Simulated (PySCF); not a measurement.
A geometry optimisation on `C(=C(C#N)F)=CF`.

Method: PBE0-D3(BJ)/def2-TZVP geometry optimisation, gas phase (PySCF 2.14.0). Start geometry: GFN2-xTB. The input is one job of a driver script: a line of settings, then coordinates in Å.

Input:
```
{"job": {"xc": "PBE0", "basis": "def2-TZVP", "d3": "d3bj", "grid": 2, "kind": "geom"}, "charge": 0, "multiplicity": 1}
N     -2.596628     1.372594    -0.145559
C     -1.837465     0.554914     0.106375
C     -0.885837    -0.454357     0.420058
F     -1.395900    -1.674141     0.669470
C      0.400243    -0.213984     0.442047
C      1.673154     0.033751     0.437380
F      2.341563     0.447650     1.515547
H      2.309926    -0.057013    -0.435048
```

Output:
```
step   0  E = -407.08335473  max force = 0.013454
step   1  E = -407.08264225  max force = 0.006379
step   2  E = -407.08292224  max force = 0.008325
step   3  E = -407.08355395  max force = 0.003657
step   4  E = -407.08377257  max force = 0.003937
step   5  E = -407.08375518  max force = 0.003732
step   6  E = -407.08388188  max force = 0.000926
step   7  E = -407.08389013  max force = 0.000475
step   8  E = -407.08389378  max force = 0.000213
optimisation converged
```

Energies in Eh; «max force» is the largest Cartesian gradient component in Eh/bohr.

Problem. How much energy does the optimisation release, in eV?

Solution. E(step 0) − E(last step) = 0.000539 Eh, which is 0.015 eV.

Problem. At which steps does the energy rise by more than 1e-5 Eh?

Solution. At steps 1 (+0.71 mEh) and 5 (+0.02 mEh).

Main results: final energy -407.08389 Eh after 8 steps; dipole 3.23 D.

Problem. Give the final coordinates.

Solution. 0.019 Å rms from the input after alignment:
```
atom  x, y, z in Å
N1    -2.2860    1.8492   -0.1794
C2    -1.6765    0.8827   -0.0429
C3    -0.9033   -0.3057    0.1266
F4    -1.5856   -1.4302   -0.1019
C5     0.3509   -0.2999    0.4755
C6     1.6198   -0.2443    0.7466
F7     2.0924   -0.2545    1.9867
H8     2.3992   -0.1905   -0.0069
```

Problem. How long does this job take on one thread of an Arm Neoverse V1, shared host with 64 logical CPUs at a one-minute load of 19? And the peak memory of the process?

Solution. About 1.8 min, with 0.95 GiB resident at the peak, the Python interpreter and its libraries included.
Labels such as C1 count atoms from 1, the log's own numbers from 0.
